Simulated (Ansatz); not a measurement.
Isomers of Li9O5 (doublet), relaxed with PBE-D4/def2-SVP; total energies from Ansatz at B2PLYP/def2-TZVP.

```tsv
isomer	description	energy (Eh)
A	point group C4v; 21 × Li–O 1.78 to 2.10 Å	-444.23107
B	point group C2; 22 × Li–O 1.78 to 2.31 Å	-444.21584
C	point group Cs; 21 × Li–O 1.65 to 2.15 Å	-444.21291
D	point group Cs; 19 × Li–O 1.64 to 2.11 Å	-444.20798
```

Correlated methods freeze 5 core orbitals; core or outer-core shells of Li are correlated, in sets that lack core-valence functions.

The isomers come from a short search, and lower ones may exist.

**Question.** Work out the relative energies (1 Eh = 2625.5 kJ/mol) and the Boltzmann populations at 1200 K from electronic energies alone (R = 8.314 J/mol/K).

**Answer.** ΔE: A 0.0, B 40.0, C 47.7, D 60.6 kJ/mol. RT = 9.98 kJ/mol. Factors exp(−ΔE/RT): A 1, B 0.0182, C 0.0084, D 0.00231; sum 1.029. Populations: A 97.2 %, B 1.8 %, C 0.8 %, D 0.2 %. Zero-point energy, vibrational entropy and symmetry numbers are left out and can shift these; an error of 4 kJ/mol changes a ratio by a factor of 1.5. Over the other density-functional and correlated levels in def2 sets, the gap between A and B ranges from 20 to 42 kJ/mol.
